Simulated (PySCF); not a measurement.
## UHF on I (iodine, neutral)

Configuration: [Kr] 4d10 5s1 5p5 5d1, one real determinant (an excited configuration). Computed with PySCF 2.14 in aug-cc-pwCVTZ-DK3, with the spin-free X2C one-electron Hamiltonian (Gaussian nucleus).

- Total energy: -7111.681074 hartree
- One-electron energy: -9742.7333 hartree
- Hartree (Coulomb) energy: 2811.2390 hartree
- Exchange energy: -180.1867 hartree
- ⟨S²⟩: 3.7632
- ⟨L²⟩: 7.913
- Sum of ⟨r⟩: 39.60 bohr
- Sum of ⟨r²⟩: 72.61 bohr²
- Traceless quadrupole moment −½Σ⟨3z² − r²⟩ along its main axis: 0.335 e·bohr²
- Langevin diamagnetic susceptibility: -57.5 ×10⁻⁶ cm³/mol

```tsv
shell	electrons	mean orbital energy (eV)	spread (eV)	rms radius, mean of both spins (bohr)
1s α	1	-33333.9	0	0.0312
1s β	1	-33333.6	0	0.0312
2s α	1	-5254.0	0	0.127
2s β	1	-5253.8	0	0.127
2p α	3	-4713.0	0.090	0.113
2p β	3	-4712.9	0.074	0.113
3s α	1	-1106.9	0	0.334
3s β	1	-1106.5	0	0.334
3p α	3	-926.88	0.168	0.335
3p β	3	-926.61	0.068	0.335
3d α	5	-655.85	0.208	0.313
3d β	5	-655.72	0.057	0.313
4s α	1	-215.91	0	0.788
4s β	1	-214.95	0	0.788
4p α	3	-156.79	0.450	0.844
4p β	3	-156.18	0.140	0.844
4d α	5	-67.410	0.650	0.989
4d β	5	-66.863	0.149	0.989
5s α	1	-29.406	0	2.08
5p α	3	-15.123	1.695	2.56
5p β	2	-10.801	0	2.56
5d α	1	-1.699	0	4.27
```

⟨L²⟩ = 7.91 against 12 for a pure F term, so this real determinant mixes terms. The outer electron is Rydberg-like, and this basis confines it to a smaller radius and binds it less than a complete one would.

Densities and radii are taken from the X2C orbitals without a picture-change correction, which distorts them close to the nucleus.

Spin-orbit constants ζ (cm⁻¹) from the X2C one-electron operator on these orbitals: bare nucleus, nucleus screened by l(l+1)(2l+1)/3 electrons, and screened by the Breit-Pauli mean field of the electrons.

```tsv
shell	bare	screened nucleus	mean field
2p	1592000	1532000	n/a
3p	303500	292000	n/a
3d	46150	37450	n/a
4p	56560	54420	n/a
4d	6516	5286	n/a
5p	5607	5396	n/a
5d	218.1	177.0	n/a
```

To first order the Landé constant is A = -560.2 cm⁻¹, so the lowest level has J = 9/2 and lies 0.313 eV below the centre of the term. This holds in LS coupling only.
